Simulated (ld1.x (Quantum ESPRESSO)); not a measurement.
## An all-electron radial function and its pseudo partner (C (Z = 6))

Columns: radius, all-electron u(r) and pseudo u(r) of the 2s shell (level -25.76 eV) of carbon in the configuration [He] 2s2 2p1; PBE, scalar-relativistic, TM scheme, ld1.x (Quantum ESPRESSO) 7.5.

```
r (bohr)  all-electron   pseudo
   0.065        0.2909  -0.0387
   0.130        0.3744  -0.0786
   0.195        0.3393  -0.1207
   0.260        0.2398  -0.1664
   0.325        0.1093  -0.2166
   0.390       -0.0319  -0.2723
   0.455       -0.1713  -0.3341
   0.520       -0.3016  -0.4015
   0.585       -0.4189  -0.4732
   0.650       -0.5216  -0.5467
   0.715       -0.6094  -0.6184
   0.780       -0.6825  -0.6844
   0.845       -0.7414  -0.7412
   0.910       -0.7868  -0.7866
   0.975       -0.8201  -0.8200
   1.040       -0.8423  -0.8423
   1.105       -0.8549  -0.8549
   1.170       -0.8591  -0.8591
   1.235       -0.8561  -0.8561
   1.300       -0.8469  -0.8469
   1.365       -0.8326  -0.8326
   1.430       -0.8142  -0.8142
   1.495       -0.7923  -0.7923
   1.560       -0.7679  -0.7679
   1.625       -0.7414  -0.7414
   1.690       -0.7134  -0.7134
```

(1) How many radial nodes do the two functions have?

(2) At about which radius was the pseudo-wave matched?

(3) Is the pseudo-wave norm-conserving?

Results:

(1) The all-electron 2s function has n − l − 1 = 1; the pseudo-wave has 0, since the states of the same l below it are removed with the core.

(2) 1.10 bohr. The columns agree to 0.0005 from 0.84 bohr on; several derivatives are matched, so the curves merge somewhat inside the radius.

(3) Yes: the TM scheme keeps the norm inside the radius equal to the all-electron one, which fixes the energy derivative of the logarithmic derivative at the level.
